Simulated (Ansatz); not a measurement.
This triplet is an excited state, 0.59 eV above the relaxed singlet at the level composite: frozen-core CCSD(T) with HF/cc-pVQZ and the correlation energy extrapolated as X^-3 from cc-pVTZ and cc-pVQZ, plus CCSDT(Q) minus CCSD(T) in cc-pVDZ // PBE0-D3(BJ)/def2-TZVP (Ansatz, an electronic-structure program).

Species: H$_{4}$Si$_{2}$, SMILES `[SiH][SiH3]` (excited triplet) (charge 0, multiplicity 3).

Problem. Give a relaxed geometry from Ansatz with PBE0-D3(BJ)/def2-TZVP.

Solution. the end point of this relaxation (outside a Z-matrix the atoms follow the SMILES, hydrogens last).
Z-matrix (Å, degrees):
```
Si
H 1 1.4852
H 1 1.4888 2 109.19
H 1 1.4888 2 109.20 3 118.63
Si 1 2.3154 2 106.90 3 -120.69
H 5 1.4920 1 122.42 2 -179.88
```
